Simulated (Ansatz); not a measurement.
`[NH2][SbH][SiH3]` + `CC[TeH]` → `CC[Te][SiH3]` + `[NH2][SbH2]` at 298.15 K and 1 bar (cleavage of the Si–Sb bond).

Computed with Ansatz on PBE0-D4/def2-TZVP structures; ΔE is electronic, products minus reactants. CBS: MP2 limit from def2 TZ/QZ plus the TZ coupled-cluster correction, frozen cores. def2 core potentials past Kr. For Sb, Te outer-core shells are correlated without core-valence functions, which leaves a few kJ/mol of doubt a bond. Each species was taken in one conformer, which may not be the lowest.

| species | CCSD(T)/CBS energy (Eh) | H − E (kJ/mol) | S (J/(mol·K)) |
| --- | --- | --- | --- |
| `[NH2][SbH][SiH3]` | -587.39549 | 169.6 | 343.5 |
| `CC[TeH]` | -347.43450 | 204.8 | 311.9 |
| `CC[Te][SiH3]` | -637.73763 | 259.9 | 375.7 |
| `[NH2][SbH2]` | -297.10356 | 115.6 | 278.3 |

H − E and S are ideal-gas, rigid-rotor, harmonic terms from PBE0-D4/def2-TZVP, for one conformer and one mirror image of each species. 1 Eh = 2625.50 kJ/mol, R = 8.31446 J/(mol·K).

Question: By hand: ΔE, ΔH, ΔS and ΔG.

Answer: ΔE = (-637.73763) + (-297.10356) − (-587.39549) − (-347.43450) = -0.01120 Eh = -29.4 kJ/mol. Δ(H − E) = 259.9 + 115.6 − 169.6 − 204.8 = 1.1, so ΔH = -28.3 kJ/mol. ΔS = 375.7 + 278.3 − 343.5 − 311.9 = -1.4 J/(mol·K). ΔG = -28.3 − 298.15 × (-1.4)/1000 = -27.9 kJ/mol.

Question: By hand: the equilibrium constant, and the temperature at which ΔG would vanish if ΔH and ΔS stayed fixed.

Answer: log₁₀ K = −ΔG/(RT ln 10) = 4.9. ΔG = 0 at ΔH/ΔS = 20214 K, far beyond where these terms or the molecules hold.

The number of gas molecules stays the same, so ΔS is small and ΔH decides. A doubt of 5 kJ/mol in ΔE shifts log₁₀ K by 0.9 here. Other conformers and mirror images would add mixing entropy, several J/(mol·K) or more a flexible species. Modes under 60 cm⁻¹, often nearly free rotors, make the harmonic entropy too high. These are equilibria of isolated gas molecules and say nothing of rates. Largest T1 diagnostic: 0.014 (customary marks: 0.02 for closed shells, 0.045 for open ones).
